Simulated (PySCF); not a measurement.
# What a mistake does to a calculation on BH4NSi2

All numbers below are calculated, not measured. They come from PySCF 2.14.0, an open-source quantum chemistry program, on an isolated molecule that a program drew, which may never have been made. The molecule is BH4NSi2 (charge 0, singlet), drawn as the SMILES string `N=B[SiH2][SiH]`.

Each row is a Hartree-Fock (HF) and frozen-core CCSD(T) single point in the cc-pV(D+d)Z basis, meant for a local HF minimum. Run 1 is clean. Each other run has one planted mistake out of seven kinds, and not every kind appears here: one electron removed, one electron added, multiplicity raised by two, geometry at a saddle point, minimal basis STO-3G, one bond length entered in bohr, all coordinates scaled. The reference is restricted for singlets and unrestricted otherwise, and also for a bond in bohr. Adding or removing an electron swaps singlet and doublet. Electrons count all cores. HOMO and LUMO are orbital energies over both spins, the gradient is its largest component, and the lowest frequency (negative if imaginary) is given only where the gradient is small. Bond lengths are over the 7 bonds as drawn. T1 is the CCSD diagnostic: over 0.02 (restricted) or 0.045 (unrestricted) a single reference is doubtful.

Geometry of the clean run:
```xyz
8
BH4NSi2, angstrom
N    -0.8345   -0.8690    0.2280
B    -0.2363   -0.1827   -0.5984
Si    0.7673    1.0105   -1.8671
Si    1.8460    2.6908   -0.5044
H    -1.3197   -1.4380    0.8701
H    -0.2045    1.5846   -2.8288
H     1.7439    0.1882   -2.6242
H     2.8254    1.6702    0.0376
```

| run | electrons | basis functions | <S^2> | HOMO (eV) | LUMO (eV) | gradient (hartree/bohr) | lowest frequency (cm^-1) | mean bond (Å) | longest bond (Å) | T1 | HF (hartree) | CCSD(T) (hartree) | mistake |
|---|---|---|---|---|---|---|---|---|---|---|---|---|---|
| 1 | 44 | 94 | 0.000 | -8.78 | -0.10 | 2.1e-05 | 66 | 1.5892 | 2.417 | 0.0180 | -659.28353 | -659.77461 | no fault |
| 2 | 44 | 94 | 0.000 | -8.63 | 0.05 | 8.3e-02 | - | 1.4923 | 2.270 | 0.0167 | -659.24875 | -659.73167 | all coordinates scaled |
| 3 | 44 | 94 | 2.010 | -8.40 | -0.23 | 3.5e-02 | - | 1.5892 | 2.417 | 0.0205 | -659.26991 | -659.74032 | multiplicity raised by two |
| 4 | 44 | 94 | 1.285 | -8.80 | 0.21 | 6.9e-03 | - | 1.7777 | 2.802 | 0.0782 | -659.17993 | -659.65544 | one bond length entered in bohr |
| 5 | 45 | 94 | 0.768 | -1.80 | 6.92 | 1.7e-02 | - | 1.5892 | 2.417 | 0.0179 | -659.31724 | -659.81511 | ? |
| 6 | 44 | 32 | 0.000 | -5.76 | 5.44 | 6.6e-02 | - | 1.5892 | 2.417 | 0.0171 | -651.57870 | -651.81491 | ? |

**Which mistake was planted in run 5, and what did it cost?**

It counts 45 electrons, one more than the clean run, at the same geometry and basis. So the mistake is: one electron added. Subtracting run 1 and multiplying by 627.51 kcal/mol a hartree, the energy moved by -21.2 kcal/mol in HF and -25.4 kcal/mol in CCSD(T).

**Which mistake was planted in run 6, and what did it cost?**

It has 32 basis functions where the clean run has 94, with the same electrons and geometry. So the mistake is: minimal basis STO-3G. Subtracting run 1 and multiplying by 627.51 kcal/mol a hartree, the energy moved by 4834.9 kcal/mol in HF and 4994.8 kcal/mol in CCSD(T).

Cautions from the logs. Run 4: T1 is over the limit, so its CCSD(T) energy is less reliable.
